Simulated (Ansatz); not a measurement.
A series at Si: from `F[Si](Cl)(Cl)S[SiH2]Cl`, ligands are replaced one by one, each step taking up H₂ and setting free HCl; n counts the steps. Ansatz, PBE0-D4/def2-TZVP geometries. Each molecule was computed in one conformer, which needn't be the lowest.

CBS adds triple-zeta CCSD(T) − MP2 to the MP2 limit, frozen cores; atoms without spin–orbit coupling. 

| n | molecule | atomization energy, CCSD(T)/CBS (kJ/mol) |
| --- | --- | --- |
| 0 | `F[Si](Cl)(Cl)S[SiH2]Cl` | ? |
| 1 | `F[SiH](Cl)S[SiH2]Cl` | 3042.0 |
| 2 | `F[SiH2]S[SiH2]Cl` | 2972.4 |
| 3 | `F[SiH2]S[SiH3]` | 2902.8 |

**Question.** By hand: fit a straight line y = ȳ + b (n − n̄) to the 3 given rows and predict n = 0.

**Answer.** n̄ = 2.000, ȳ = 2972.40; Σ(n − n̄)(y − ȳ) = -139.20, Σ(n − n̄)² = 2.000, so b = -69.60 kJ/mol a step. Prediction: 2972.40 + (-69.60) × (-2.000) = 3111.6 kJ/mol.

**Question.** By hand: compare with the computed value, 3110.3 kJ/mol, and give the steps along the whole series.

**Answer.** The line misses by -1.3 kJ/mol (computed minus predicted). Steps: -68.3, -69.6, -69.6 kJ/mol.

The steps differ by at most 1.3 kJ/mol, 1.9 % of a mean step, so the ligands' effects nearly add and a line is close. The miss is 0.6 % of the series' range. The energies themselves are unsure by some kJ/mol a bond, though much of that is common to the series.
